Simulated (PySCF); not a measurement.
MoO2Cl, SMILES [O]=[Mo+](=[O])[Cl], charge +1, multiplicity 1.

Geometry: PBE-D3(BJ)/def2-SVP. The spin state was assumed, not searched. The isomer is the one that the SMILES or the coordinates give; other isomers of the formula were not compared. The def2 effective core potentials stand for the cores of Mo; spin–orbit coupling is left out.

Two levels are set side by side: PBE/def2-TZVPD (PySCF) and r2SCAN/def2-TZVPD (PySCF). Same geometry, gas phase. Differences are taken from unrounded values.

```
quantity                     r2SCAN
---------------------------  ------
orbital gap (eV)               2.84
highest occupied level (eV)  -14.53
lowest empty level (eV)      -11.68
mean polarisability (bohr³)    48.3
```

Task: What does PBE give, and how far is it from r2SCAN? (The exact figures need the calculation; the answer reports its results.)

Result: 
| quantity | PBE | PBE minus r2SCAN |
|---|---|---|
| orbital gap (eV) | 2.43 | -0.42 |
| highest occupied level (eV) | -14.19 | 0.33 |
| lowest empty level (eV) | -11.77 | -0.08 |
| mean polarisability (bohr³) | 49.3 | 1.1 |

Rough cost on one machine, each run with all the roots and properties that it gave: r2SCAN against PBE about 4 times.
